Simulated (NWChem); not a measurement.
C₃H₉B; SMILES CBCC

```xyz
13

B     -0.4427     0.6454     0.1769
H     -1.6114     0.5018     0.4907
C      0.0791     2.0985    -0.0738
H      1.1716     2.1997    -0.1609
H     -0.3057     2.8245     0.6603
H     -0.3596     2.4133    -1.0419
C      0.4735    -0.6185     0.0697
C     -0.1856    -1.9819    -0.0977
H      1.0095    -0.5742     1.0462
H      1.2810    -0.4596    -0.6681
H     -0.6912    -2.0635    -1.0730
H     -0.9520    -2.1530     0.6744
H      0.5385    -2.8097    -0.0373
```
Atoms are numbered in this order, from 1.

All runs: NWChem. Pople sets run with spherical d functions. The geometry was optimised at PBE0/def2-SVP. GIAO values for the isolated, static molecule; σ is the absolute isotropic shielding, δ = σ(reference) − σ with the isolated reference molecule computed at the same levels (11B: boron trifluoride, 13C: tetramethylsilane, 1H: tetramethylsilane).

```tsv
level	δ B1 (ppm)	δ H2 (ppm)	δ C3 (ppm)	δ C7 (ppm)	δ H9 (ppm)	δ H10 (ppm)	δ H11 (rotor mean) (ppm)
B3LYP/6-311G**	79.5	7.63	15.2	30.9	0.96	1.88	1.24
Hartree-Fock/6-31G*	69.6	7.43	12.4	22.1	0.55	1.58	1.30
B3LYP/6-31G*	?	?	?	?	0.93	?	1.26
```

**Question.** What belongs in the gaps?

**Answer.** 
- B3LYP/6-31G*, δ B1 (ppm): 71.2
- B3LYP/6-31G*, δ H2 (ppm): 7.73
- B3LYP/6-31G*, δ C3 (ppm): 13.7
- B3LYP/6-31G*, δ C7 (ppm): 27.5
- B3LYP/6-31G*, δ H10 (ppm): 1.92
